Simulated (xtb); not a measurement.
COS, triplet, at a GFN2-xTB geometry (a higher spin typed on purpose: for a closed-shell molecule this is an excited state); xtb 6.7.1 with GFN2-xTB.

xtb was given this input:
```
$ xtb mol.xyz --gfn 2 --uhf 2 --opt --json

# file mol.xyz
3

O     -1.61038921    -0.05734526    -0.06614538
C     -0.58674147     0.48825900     0.14288258
S      1.02522266    -0.15442449    -0.02050827
```

What the program printed (banner, timings and long lists left out):

```
   ID    Z sym.   atoms
    1    8 O      1
    2    6 C      2
    3   16 S      3

           -------------------------------------------------
          |                Calculation Setup                |
           -------------------------------------------------

           -------------------------------------------------
          |                 G F N 2 - x T B                 |
           -------------------------------------------------

          ...................................................
          :                      SETUP                      :
          :.................................................:
          :  # basis functions                  18          :
          :  # atomic orbitals                  17          :
          :  # shells                            7          :
          :  # electrons                        16          :
          :  max. iterations                   250          :
          :  Hamiltonian                  GFN2-xTB          :
          :  restarted?                      false          :
          :  GBSA solvation                  false          :
          :  PC potential                    false          :
          :  electronic temp.          300.0000000     K    :
          :  accuracy                    1.0000000          :
          :  -> integral cutoff          0.2500000E+02      :
          :  -> integral neglect         0.1000000E-07      :
          :  -> SCF convergence          0.1000000E-05 Eh   :
          :  -> wf. convergence          0.1000000E-03 e    :
          :  Broyden damping             0.4000000          :
          :  net charge                          0          :
          :  unpaired electrons                  2          :
          ...................................................

 iter      E             dE          RMSdq      gap      omega  full diag
   1     -9.3692433 -0.936924E+01  0.803E+00    1.87       0.0  T
   2     -9.3641829  0.506036E-02  0.906E+00    1.83       1.0  T
   3     -9.3733294 -0.914641E-02  0.361E+00    1.80       1.0  T
   4     -9.3734912 -0.161817E-03  0.224E+00    1.79       1.0  T
   5     -9.3742084 -0.717224E-03  0.658E-01    1.78       1.0  T
   6     -9.3742684 -0.600044E-04  0.133E-01    1.78       1.0  T
   7     -9.3742762 -0.775449E-05  0.792E-02    1.78       1.0  T
   8     -9.3742771 -0.921597E-06  0.146E-02    1.78       3.9  T
   9     -9.3742771 -0.549970E-08  0.110E-02    1.78       5.3  T
[...]
         :: total energy              -9.315466359133 Eh    ::
 * total energy  :    -9.3154664 Eh     change       -0.2374989E-11 Eh
   *** GEOMETRY OPTIMIZATION CONVERGED AFTER 1 ITERATIONS ***
         :: total energy              -9.315466359135 Eh    ::
[...]
        13                         -0.0421440              -1.1468
        14                         -0.0162174              -0.4413
        15                          0.0113770               0.3096
        16                          0.3627537               9.8710
        17                          0.6639831              18.0679
      -------------------------------------------------------------
                  HL-Gap            0.0655105 Eh            1.7826 eV
             Fermi-level           -0.3797373 Eh          -10.3332 eV

     #   Z          covCN         q      C6AA      α(0)
     1   8 O        0.871    -0.193    17.955     5.681
     2   6 C        1.829     0.155    27.399     8.457
     3  16 S        0.989     0.038   137.644    19.843

 Mol. C6AA /au·bohr⁶  :        445.695682
 Mol. C8AA /au·bohr⁸  :      16600.441194
 Mol. α(0) /au        :         33.981541

Wiberg/Mayer (AO) data.
largest (>0.10) Wiberg bond orders for each atom

 ---------------------------------------------------------------------------
     #   Z sym  total        # sym  WBO       # sym  WBO       # sym  WBO
 ---------------------------------------------------------------------------
     1   8 O    2.291 --     2 C    2.138     3 S    0.154
     2   6 C    3.353 --     1 O    2.138     3 S    1.216
     3  16 S    1.369 --     2 C    1.216     1 O    0.154
 ---------------------------------------------------------------------------

Topologies differ in total number of bonds
Writing topology from bond orders to xtbtopo.mol

molecular dipole:
                 x           y           z       tot (Debye)
 q only:        0.490       0.153       0.065
   full:        0.316       0.084       0.037       0.835
molecular quadrupole (traceless):
                xx          xy          yy          xz          yz          zz
 q only:       -1.529      -0.366       0.858      -0.184       0.055       0.671
  q+dip:       -2.666      -0.086       1.255      -0.149      -0.062       1.412
   full:       -3.122      -0.248       1.171      -0.234      -0.298       1.951

optimized geometry written to: xtbopt.xyz

           -------------------------------------------------
          | TOTAL ENERGY               -9.315466359135 Eh   |
          | GRADIENT NORM               0.000040857447 Eh/α |
          | HOMO-LUMO GAP               1.782630602635 eV   |
           -------------------------------------------------

normal termination of xtb
```
